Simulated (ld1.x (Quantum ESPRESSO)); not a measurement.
Configuration tests for Ir (Z = 77) (ultrasoft)

* Element: Ir
* Generator: ld1.x (Quantum ESPRESSO) 7.5
* Type: ultrasoft
* Functional: PBEsol
* Relativity: scalar-relativistic
* Frozen core: [Xe] 4f14
* Valence charge: 9
* Reference configuration: 5d7 6s1.75 6p0.25
* Partial waves: 6s (bound): rcut 2.05, rcutus 2.50 bohr; 6s channel at 0.3 Ry: rcut 2.05, rcutus 2.50 bohr; 6p (bound): rcut 2.50, rcutus 3.20 bohr; 6p channel at 1 Ry: rcut 2.50, rcutus 3.20 bohr; 5d (bound): rcut 1.45, rcutus 2.38 bohr; 5d channel at 0.85 Ry: rcut 1.45, rcutus 2.38 bohr
* Local potential: all-electron potential smoothed inside 1.90 bohr (lloc = -1)
* Core correction: a·sin(br)/r model core inside 1.55 bohr
* Augmentation charge: built from norm-conserving waves at rcut, not smoothed further

Energies are relative to the spin-unpolarised reference configuration 5d7 6s1.75 6p0.25; without spin polarisation the order of configurations can differ from experiment.

Its overlap operator is not positive definite in a basis up to 400 Ry (lowest eigenvalue d -0.17), so the file is unfit for use: the generalised eigenproblem breaks down once the basis is large enough, and its test numbers describe a broken file.

| valence configuration | charge | ΔE all-electron (eV) | error AE − PS (meV) |
| --- | --- | --- | --- |
| 5d7 6s2 6p0 | 0 | -1.310 | +0.3 |
| 5d7 6s1 6p0 | +1 | 8.618 | -8.4 |
| 5d7 6s0 6p0 | +2 | 26.114 | -36 |
| 5d8 6s1 6p0 | 0 | -1.630 | -43 |
| 5d7.5 6s1.5 6p0 | 0 | -1.588 | -12 |
| 5d7 6s1 6p1 | 0 | 4.075 | -2.0 |
| 5d6 6s2 6p1 | 0 | 5.894 | -66 |

Levels in the configuration 5d7 6s1 6p0:

```
level  all-electron (eV)  pseudo (eV)
   5d            -15.365      -15.340
   6s            -13.614      -13.627
```

Note: ghost state, extra bound levels that the all-electron valence spectrum of the same l lacks: s at -40.2 eV (d not tested). A true bound ghost makes a file unfit for plane-wave use.
